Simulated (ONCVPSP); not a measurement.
**Ti (Z = 22): ONCV pseudisation with LDA (Perdew-Zunger), scalar-relativistic reference atom.**

ONCVPSP 4.0.1 input, shortened (lines: element, Z, core and valence counts, functional; n l f; lmax; l rc ep ncon nbas qcut; lloc lpopt rc5 dvloc0; l nproj debl; icmod fcfact rcfact), LDA (Perdew-Zunger), scalar-relativistic:

```
  Ti 22.00    3    4        3      upf
    1    0    2.00
    2    0    2.00
    2    1    6.00
    3    0    2.00
    3    1    6.00
    3    2    2.00
    4    0    2.00
    2
    0    1.80    0.00    4    7    8.50
    1    1.75    0.00    4    7    9.90
    2    1.35    0.00    5    9    9.80
    2    5    1.35    0.00
    0    2    3.40
    1    2    3.90
    2    0    1.00
    0    0.00    0.00
```

- Cutoffs needed: 44 Ha and 86 Ha (the cutoffs (Ha) at which the residual kinetic energy of the hardest occupied pseudo-wave falls to 1 and 0.1 mHa per electron)
- Ghost test: ghosts flagged at negative energy: p at -129.1 eV; no localised positive-energy state flagged; a true bound ghost makes a file unfit for plane-wave use
- Largest excitation error: +17 meV (all-electron minus pseudo) for 3s2 3p6 3d1 4s2, out of 4 test configurations
